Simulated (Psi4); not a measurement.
Relaxed torsion scan: C₂H₆SSi, SMILES [SiH3]/C=C\S, singlet. Scanned: dihedral C2–C3–S4–H10; all other coordinates were relaxed at B3LYP-D3(BJ)/def2-SVP. Points at φ and −φ are mirror images.

Geometry of the scan point at 30° (Å):
```
10

Si    -1.3315     0.2982    -0.1638
C      0.1187    -0.8708    -0.3577
C      1.3735    -0.6482     0.0736
S      1.9937     0.7769     0.9214
H     -2.5617    -0.3507    -0.6985
H     -1.0862     1.5771    -0.8941
H     -1.5617     0.6464     1.2737
H     -0.0510    -1.8269    -0.8678
H      2.1776    -1.3646    -0.1331
H      0.8474     1.1199     1.5564
```

Calculation: DF-MP2 (frozen core)/cc-pVTZ // B3LYP-D3(BJ)/def2-SVP (Psi4).

Scanned values (°): -150, -120, -90, -60, -30, 0, 30, 60, 90, 120, 150, 180.

### Question
Describe the profile: where are the wells and the tops?

### Answer
Lower than their neighbours: 0° (0.0 kJ/mol), 180° (1.7 kJ/mol). Higher than their neighbours: -90° (11.0 kJ/mol), 90° (11.0 kJ/mol). The whole profile spans 11.0 kJ/mol.
